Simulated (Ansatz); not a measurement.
Sn27H34, a nanocrystal cut from hexagonal tin. Total charge 0; singlet. Geometry r2SCAN-D4/def2-SVP, basis def2-SVP, Ansatz.

| run | HOMO (eV) | LUMO (eV) |
| --- | --- | --- |
| A | -6.40 | -2.29 |
| B | -5.60 | -2.89 |
| C | -5.82 | -2.79 |
| D | -6.22 | -2.46 |

In the def2 sets Sn takes a core potential; there is no spin–orbit coupling. B3LYP takes the VWN-RPA correlation. Single mean-field runs in def2-SVP are fitted with def2-universal-jkfit.

**Question.** The runs used B3LYP, PBE, PBE0, r2SCAN. Estimate which is which.

**Answer.** A PBE0 (25 % exact exchange); B PBE (0 % exact exchange); C r2SCAN (0 % exact exchange); D B3LYP (20 % exact exchange). Exact exchange lowers occupied and raises empty levels; among semilocal functionals meta-GGAs tend to open the gap a little, and such runs are hard to tell apart. The gap grows from 2.71 eV (PBE) to 4.11 eV (PBE0).
